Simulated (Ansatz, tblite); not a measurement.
Removing and adding an electron: the cluster Cu5H5. Charge 0, multiplicity 1. Geometry: PBE-D4/def2-SVP. Ansatz, gas phase; energy differences of separate SCF runs; the oxidised species was run as a doublet alone; the reduced species was run as a doublet alone.

Cartesian coordinates in Å:
```
Cu 1.670 -1.012 -0.519
Cu -1.474 0.113 1.369
Cu 0.832 0.944 -1.576
Cu -1.277 1.452 -0.588
Cu 0.255 -1.515 1.315
H -0.813 -0.954 2.386
H -0.409 1.934 -1.859
H 2.218 0.118 -1.533
H 1.357 -2.288 0.422
H -2.359 1.208 0.583
```

The xTB rows come from tblite. Another isomer (singlet) lies 0.02 eV lower at PBE0-D4/def2-TZVP.

| level | −HOMO (eV) | vertical IE (eV) | −LUMO (eV) | vertical EA (eV) | HOMO–LUMO gap (eV) | IE − EA (eV) | remarks |
| --- | --- | --- | --- | --- | --- | --- | --- |
| GFN1-xTB | 11.45 | 13.57 | 9.47 | 7.21 | 1.98 | 6.36 | – |
| GFN2-xTB | 9.21 | 12.09 | 2.65 | 0.96 | 6.56 | 11.13 | – |
| PBE-D4/def2-SVP | 5.42 | – | 2.33 | 0.20 | 3.09 | – | HOMO above zero (-1 doublet) |
| PBE0-D4/def2-SVP | 6.96 | – | 1.57 | 0.11 | 5.39 | – | HOMO above zero (-1 doublet) |
| PBE0-D4/def2-TZVP | 7.28 | 8.93 | 1.92 | – | 5.36 | – | – |

Relaxing the reduced species (PBE-D4/def2-SVPD) changes its energy by -0.56 eV at PBE-D4/def2-SVP, so the adiabatic electron affinity to this nearest minimum is 0.77 eV. On the way Cu1–Cu2 forms and Cu2–Cu3 forms. At PBE0-D4/def2-SVP it is 0.52 eV. The highest occupied level of the relaxed charge -1 doublet lies above zero (up to 1.15 eV). By energy differences its removal costs 0.77 eV (each at its own geometry, to the charge 0 singlet, at PBE-D4/def2-SVP); self-interaction error and the lack of diffuse functions both raise the level.  Run but left out: PBE-D4/def2-TZVP, r2SCAN-D4/def2-TZVP (charge +1 doublet: an occupied level 0.02 to 0.09 eV above an empty one).   A HOMO above zero means that the electron is unbound at that level or that self-interaction error raises the level; the energy of removing that electron tells which. Raw xTB energy differences between charge states are shifted by several eV; the methods need an empirical correction for them. Sets without diffuse functions give affinities that are too small.
